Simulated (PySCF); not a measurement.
Job for PySCF: U-HF/LANL2DZ on F2Sn (SMILES [F][Sn][F]), a point of a bond scan (R = 5.260 Å).

```python
from pyscf import gto, scf, dft, mp
from pyscf.data.elements import chemcore

mol = gto.M(
    atom='''
    Sn    0.02632264   -0.01583816    0.34295287
    F     1.72257315    3.53280324   -3.14954424
    F    -0.80080048   -1.21048367   -0.95472913
    ''',
    basis='lanl2dz',
    ecp={'Sn': 'lanl2dz'},
    charge=0, spin=0, verbose=3, max_memory=1800)
mf = scf.UHF(mol)
mf.conv_tol = 1e-8
mf.max_cycle = 100
mf.init_guess_breaksym = True
mf.kernel()
if not mf.converged:
    mf = mf.newton().run(mf.mo_coeff, mf.mo_occ)
for _ in range(4):
    mo, _, stable, _ = mf.stability(return_status=True)
    if stable:
        break
    mf.kernel(mf.make_rdm1(mo, mf.mo_occ))
```

Program output:

```
converged SCF energy = -201.993346800478  <S^2> = 1.774966e-07  2S+1 = 1.0000004
<class 'pyscf.scf.uhf.UHF'> wavefunction has an internal instability
converged SCF energy = -202.12259452804  <S^2> = 1.0044036  2S+1 = 2.2400032
<class 'pyscf.scf.uhf.UHF'> wavefunction is stable in the internal stability analysis
```

The run converged. Its determinant has ⟨S²⟩ = 1.00, a mixture of spin states.

Cost: around 1.6 core-seconds (rough).
